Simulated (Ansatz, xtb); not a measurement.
**Two isomers of C4H5BS2**

We compare X, `Bc1ccc(S)s1`, a singlet, with Y, `Bc1cc(S)cs1`, a singlet. Both are isolated molecules in the gas phase, relaxed with B3LYP/def2-SVP; the shapes shown needn't be the lowest conformers.

X (Å):

```xyz
12

C    -0.8603    0.4639   -0.9583
C    -0.0949   -0.6726   -0.6930
C     1.2944   -0.5080   -0.8604
C     1.6259    0.7819   -1.2646
B    -2.3622    0.6487   -0.8828
S     3.2690    1.3323   -1.5668
S     0.2207    1.7710   -1.4318
H    -3.0474   -0.2888   -0.5510
H    -2.8801    1.7066   -1.1464
H    -0.5574   -1.6110   -0.3798
H     2.0355   -1.2916   -0.6956
H     2.9530    2.6033   -1.9045
```

Y (Å):

```yaml
atoms:
  - { symbol: C, position_ang: [-0.8936, 0.6153, -1.1576] }
  - { symbol: C, position_ang: [0.1804, 0.0197, -0.5015] }
  - { symbol: C, position_ang: [1.4535, 0.4571, -0.9528] }
  - { symbol: C, position_ang: [1.3453, 1.4081, -1.9568] }
  - { symbol: B, position_ang: [-2.3845, 0.3948, -0.9430] }
  - { symbol: S, position_ang: [3.0269, -0.0429, -0.2777] }
  - { symbol: S, position_ang: [-0.2862, 1.7628, -2.3366] }
  - { symbol: H, position_ang: [-2.7450, -0.4109, -0.1199] }
  - { symbol: H, position_ang: [-3.2030, 1.0094, -1.5813] }
  - { symbol: H, position_ang: [0.0427, -0.7151, 0.2938] }
  - { symbol: H, position_ang: [2.8408, -1.3774, -0.4139] }
  - { symbol: H, position_ang: [2.1683, 1.8945, -2.4801] }
```

Q: Which of the two would you expect CCSD(T)/def2-SVP + ΔMP2/def2-TZVPP electronic energies to favour?

A: Too close to call at this level: CCSD(T)/def2-SVP + ΔMP2/def2-TZVPP gives E(Y) − E(X) = 0.00 kcal/mol.

How the difference moves with the method:

```csv
level,geometry,E(Y) − E(X) (kcal/mol),departure from the last row (kcal/mol),"job, with rough time for the two"
GFN2-xTB,GFN2-xTB,−0.56,−0.55,"optimisation, 0.55 s"
HF/STO-3G,GFN2-xTB,+1.88,+1.88,"single point, 0.92 s"
r2SCAN-D4/def2-SVP,GFN2-xTB,+1.87,+1.88,"single point, 5.6 s"
B3LYP/def2-SVP,B3LYP/def2-SVP,+1.25,+1.26,"optimisation, 2.2 min"
HF/def2-SVP,B3LYP/def2-SVP,−0.55,−0.54,part of the CCSD(T) run
MP2/def2-SVP,B3LYP/def2-SVP,+0.10,+0.10,part of the CCSD(T) run
CCSD(T)/def2-SVP,B3LYP/def2-SVP,−0.09,−0.09,single point
CCSD(T)/def2-SVP + ΔMP2/def2-TZVPP,B3LYP/def2-SVP,0.00,,"single point, 2 min"
```

As drawn, both hold the same kinds of bond in the same numbers.

The largest departure from CCSD(T)/def2-SVP + ΔMP2/def2-TZVPP is that of HF/STO-3G, 1.88 kcal/mol. The last row adds to CCSD(T) the change of the MP2 difference between the two basis sets, here +0.09 kcal/mol.

With thermal terms from frequencies at re-optimised GFN2-xTB minima (ideal gas, soft modes damped towards free rotors, one conformer each, 298.15 K, 1 atm): the zero-point term adds −0.11 kcal/mol; ΔH is −0.09 and ΔG −0.17 kcal/mol.

The correlated steps freeze 15 core orbitals. Programs: Ansatz 0.2.0, xtb 6.7.1; the last row on 2 threads of Intel(R) Xeon(R) Platinum 8259CL CPU @ 2.50GHz (Skylake/Cascade Lake) on a shared host.
